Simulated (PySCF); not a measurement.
## Working out the ionisation energy of Cr(2+)

Cr(2+) [Ar] 3d4 (5D) → Cr(3+) [Ar] 3d3 (4F). Computed with PySCF 2.14 in jorge-DZP-DKH (8s6p2d1f, 43 functions), with the spin-free X2C one-electron Hamiltonian (Gaussian nucleus). Frozen: [Ar]. Energies in hartree (1 hartree = 27.21139 eV):

```
             part  Cr(2+) (lower)  Cr(3+) (upper)
              UHF    -1048.838552    -1047.738335
MP2 opposite-spin        0.000000        0.000000
    MP2 same-spin       -0.020781       -0.007136
```

Task: What does Hartree-Fock give?

Result: (-1047.738335) − (-1048.838552) = 1.100217 hartree = 29.938 eV.

Task: What do MP2 and SCS-MP2 (6/5 opposite-spin, 1/3 same-spin) give?

Result: The opposite-spin parts differ by 0.000 eV and the same-spin parts by 0.371 eV. MP2: 29.938 + (0.000) + (0.371) = 30.309 eV. SCS-MP2: 29.938 + 1.2 × (0.000) + (0.371)/3 = 30.062 eV.

Reference: 30.959 ± 0.025 eV (measured; NIST Atomic Spectra Database, ionization energies), between the lowest levels; spin-orbit coupling is absent from the calculation.

A double-zeta basis recovers only part of the correlation energy.

What remains against the reference includes basis incompleteness, the frozen core and correlation beyond second order.
